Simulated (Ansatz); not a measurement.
A made-up structure of H2SeS, closed shell:

```json
{"atom": "S1", "x (Å)": "-0.2780", "y (Å)": "-0.9790", "z (Å)": "0.6361"}
{"atom": "Se2", "x (Å)": "-0.6148", "y (Å)": "0.6098", "z (Å)": "-0.8328"}
{"atom": "H3", "x (Å)": "-1.0202", "y (Å)": "0.2822", "z (Å)": "-2.2499"}
{"atom": "H4", "x (Å)": "-0.0575", "y (Å)": "1.7152", "z (Å)": "-0.0318"}
```

It is relaxed with PBE-D4/def2-SVP and then PBE0-D4/def2-TZVP (Ansatz 0.2.0). Atoms count as bonded within 1.22 times the sum of their covalent radii (H–H: 0.88 Å). The end point is not checked to be a true minimum.

(1) Does its bonding change? (Judge from chemistry; the calculation decides.)

## Answers

(1) The calculation gives: No: no bond forms or breaks.

Where it ends: The first stage lowers the energy by 2.19 eV in 7 steps. It ends as H₂SeS ([S][SeH2]):
| atom | x (Å) | y (Å) | z (Å) |
| --- | --- | --- | --- |
| S1 | -0.2421 | -1.0520 | 0.4890 |
| Se2 | -1.0423 | 0.5902 | -0.5328 |
| H3 | -0.6736 | 0.4122 | -1.9754 |
| H4 | -0.0125 | 1.6777 | -0.4593 |

Labels in which every atom is bracketed show which atoms are joined, not bond orders.

For scale, one of the runs: PBE0-D4/def2-TZVP relaxation, 97 basis functions, launched by `ansatz run in.yaml --threads 2 --pin off --events-out ev --progress --plain --max-ram 4352MiB`. The run took about 7 s on 2 CPU threads of an Intel Xeon 6975P-C (shared host).
